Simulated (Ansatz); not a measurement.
Basis-set series for `[NH2][Al]([OH])[Br]`. The species carries charge 0 and has multiplicity 1. Geometry: relaxed with PBE0-D4/def2-TZVP. It is one conformer, not always the lowest.

```csv
functional,basis,functions,energy (Eh),HOMO (eV),LUMO (eV)
PBE0-D4,def2-TZVPP,194,-2948.05493,-7.73,-0.49
PBE0-D4,def2-QZVPP,363,-2948.12376,-7.79,-0.72
ωB97M-V,def2-TZVPP,194,-2948.40868,-10.12,1.06
ωB97M-V,def2-QZVPP,363,-2948.47483,-10.18,0.63
```

Task: Give the rows for def2-SVP. (An estimate is asked.)

Result: The calculation gave: 
```tsv
functional	basis	functions	energy (Eh)	HOMO (eV)	LUMO (eV)
PBE0-D4	def2-SVP	93	-2947.48680	-7.50	-0.18
ωB97M-V	def2-SVP	93	-2947.83848	-9.86	1.45
```

Positive LUMOs are unbound and depend on the basis. Scalar relativity is left out up to krypton.

All numbers were calculated with Ansatz.
